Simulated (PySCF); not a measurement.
## AlCd⁺: energy against distance

Set-up: basis Al def2-SVPD, Cd def2-SVPD with ECP28; scalar-relativistic core potentials; PySCF 2.14. Energies in eV from Al⁺ + Cd in their ground configurations at the same level. State: ¹Σ⁺ (singlet), closed shell.

All columns are PBE0. A positive dipole points towards Cd; it is taken about the centre of mass and depends on that origin.

```json
{"R (Å)": "2.617", "E (eV)": "-0.556", "μ (D)": "-3.98", "Mulliken charge on Al (basis-dependent)": "0.54", "HOMO (eV)": "-11.52", "LUMO (eV)": "-7.52", "Mayer bond order": "0.90", "⟨S²⟩": "0.00"}
{"R (Å)": "2.739", "E (eV)": "-0.692", "μ (D)": "-4.46", "Mulliken charge on Al (basis-dependent)": "0.54", "HOMO (eV)": "-11.51", "LUMO (eV)": "-7.43", "Mayer bond order": "0.85", "⟨S²⟩": "0.00"}
{"R (Å)": "2.860", "E (eV)": "-0.765", "μ (D)": "-4.98", "Mulliken charge on Al (basis-dependent)": "0.55", "HOMO (eV)": "-11.48", "LUMO (eV)": "-7.36", "Mayer bond order": "0.81", "⟨S²⟩": "0.00"}
{"R (Å)": "2.952", "E (eV)": "-0.791", "μ (D)": "-5.38", "Mulliken charge on Al (basis-dependent)": "0.56", "HOMO (eV)": "-11.45", "LUMO (eV)": "-7.32", "Mayer bond order": "0.78", "⟨S²⟩": "0.00"}
{"R (Å)": "3.043", "E (eV)": "-0.798", "μ (D)": "-5.79", "Mulliken charge on Al (basis-dependent)": "0.57", "HOMO (eV)": "-11.41", "LUMO (eV)": "-7.29", "Mayer bond order": "0.75", "⟨S²⟩": "0.00"}
{"R (Å)": "3.134", "E (eV)": "-0.791", "μ (D)": "-6.22", "Mulliken charge on Al (basis-dependent)": "0.58", "HOMO (eV)": "-11.35", "LUMO (eV)": "-7.27", "Mayer bond order": "0.72", "⟨S²⟩": "0.00"}
{"R (Å)": "3.256", "E (eV)": "-0.765", "μ (D)": "-6.81", "Mulliken charge on Al (basis-dependent)": "0.60", "HOMO (eV)": "-11.26", "LUMO (eV)": "-7.27", "Mayer bond order": "0.69", "⟨S²⟩": "0.00"}
{"R (Å)": "3.408", "E (eV)": "-0.718", "μ (D)": "-7.57", "Mulliken charge on Al (basis-dependent)": "0.62", "HOMO (eV)": "-11.14", "LUMO (eV)": "-7.28", "Mayer bond order": "0.64", "⟨S²⟩": "0.00"}
{"R (Å)": "3.591", "E (eV)": "-0.648", "μ (D)": "-8.50", "Mulliken charge on Al (basis-dependent)": "0.66", "HOMO (eV)": "-10.96", "LUMO (eV)": "-7.31", "Mayer bond order": "0.59", "⟨S²⟩": "0.00"}
{"R (Å)": "3.834", "E (eV)": "-0.549", "μ (D)": "-9.78", "Mulliken charge on Al (basis-dependent)": "0.71", "HOMO (eV)": "-10.72", "LUMO (eV)": "-7.37", "Mayer bond order": "0.51", "⟨S²⟩": "0.00"}
```

A fit through these points gives, at Re = 3.038 Å, μ = -5.77 D and dμ/dR = -4.63 D/Å; the reduced mass is 21.81 u.

Question: How strong is the fundamental in the double-harmonic approximation, I = 42.26·(dμ/dR)²/μred km/mol?

Answer: I = 42.26·(-4.63)²/21.81 = 41.5 km/mol at PBE0.

Closed-shell solutions of metal pairs were not tested for spin polarisation, which can lower them a little. For an ion De counts to the pair picked by the measured ionisation energies or electron affinities, which need not be the lowest pair at this level.
